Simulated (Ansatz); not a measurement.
Question: Predict a relaxed structure of Ge6Cl6 prismane (Ge₆Cl₆), charge 0, singlet, at PBE-D4/def2-SVP (Ansatz).

Answer: 
```xyz
12

Ge    1.948   -0.304    0.151
Cl    4.106   -0.645    0.381
Ge   -0.107   -1.332    1.459
Cl   -0.173   -2.786    3.105
Ge    0.301    1.281    1.478
Cl    0.675    2.663    3.145
Ge   -1.128    1.519   -0.579
Cl   -2.399    3.171   -1.273
Ge    0.521   -0.067   -1.908
Cl    1.038   -0.137   -4.042
Ge   -1.535   -1.093   -0.599
Cl   -3.246   -2.270   -1.317
```
Point group D3h (tolerance 0.1 Å). This is one stationary point.
